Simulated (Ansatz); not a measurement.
The same path of BCl2H5OSi (10 atoms, charge 0, multiplicity 1) was run twice with different band settings. Lost on the way: B1–H2, O5–H10. Made: H2–H10.

Computed with RKS PBE0-D4/def2-SVP (Ansatz 0.2.0).

Relaxed end points:

```xyz
10
Properties=species:S:1:pos:R:3
B 0.093 -0.099 0.170
H 0.661 0.470 1.069
Cl 1.203 -0.655 -1.186
Cl -1.423 0.744 -0.405
O -0.417 -1.498 0.761
Si -0.527 -2.943 -0.239
H 0.803 -3.583 -0.290
H -1.468 -3.745 0.594
H -1.134 -2.622 -1.549
H -1.145 -1.350 1.383
```

```xyz
10
Properties=species:S:1:pos:R:3
B 0.203 -0.429 -0.712
H -0.668 -0.211 2.245
Cl 1.555 0.683 -0.808
Cl -1.444 0.210 -0.841
O 0.417 -1.734 -0.549
Si -0.646 -3.046 -0.409
H 0.216 -4.241 -0.228
H -1.526 -2.845 0.774
H -1.451 -3.160 -1.656
H -0.012 -0.508 2.490
```

Common settings: movable images 7; spring 5.0 eV/Å²; start path through a guess of the saddle point; force threshold 0.05 eV/Å; iteration limit 60; end points relaxed.

| run | climbing image | optimiser |
| --- | --- | --- |
| 1 | yes | quadratic models (default) |
| 2 | from the first iteration | fire |

(1) What does each run give, and how far can it be trusted?

Results:

(1) Run 1: converged after 26 iterations, highest image 1.116 eV above the first end. The profile has 2 maxima (images 2, 5) with wells between them (image 3): this band takes more than one step, which may be the mechanism or a detour left from its start path. Neighbouring images differ by up to 1.5 eV, so the band resolves the path poorly. A vibrational analysis at the climbing image gives one clearly imaginary mode, 1410i cm⁻¹: a first-order saddle point.
Run 2: converged after 51 iterations, highest image 1.147 eV above the first end. The order of the point at the top wasn't checked.
The orbitals stay closed-shell, which can raise the energy where a bond breaks towards radicals; this wasn't checked here.
